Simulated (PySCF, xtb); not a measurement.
**A geometry optimisation of GeHNS with r2SCAN-D4/def2-SVP**

The starting geometry of this gas-phase singlet was built from a drawn formula by distance geometry and a force field; its bonds are those of `N=[S]=[Ge]`.

```xyz
4

Ge   -2.8889    1.2679    3.3010
N    -2.4853   -0.5560    0.8939
S    -2.1885    0.0937    2.0983
H    -3.3845   -0.4452    0.4579
```

Task: Where would you expect an optimisation with r2SCAN-D4/def2-SVP to take it?

Result: It keeps its bonds, and is `N=[S]=[Ge]`. Distances that change by over a tenth: Ge1–S3 (1.82 → 2.06 Å), N2–S3 (1.40 → 1.60 Å).

The energy falls by 2.48 eV over 24 steps:

```
step  E − E(last) (eV)
   1             2.481
   4             0.088
   6             0.060
   9             0.089
  11             0.068
  14             0.010
  16             0.001
  19             0.000
  21             0.000
  24             0.000
```

Final geometry (Å):

```xyz
4

Ge   -2.7820    1.5721    3.9031
N    -2.3455   -0.5548    1.0186
S    -2.8072    0.4313    2.1884
H    -3.1355   -0.6316    0.3604
```

From the same start GFN2-xTB ends elsewhere, differing in Ge1–N2 (1.85 against 3.61 Å here).

No frequencies were run, so the end isn't proven a minimum. Run with PySCF 2.14.0, 110 s on 2 threads of Arm Neoverse V1, on a shared host.
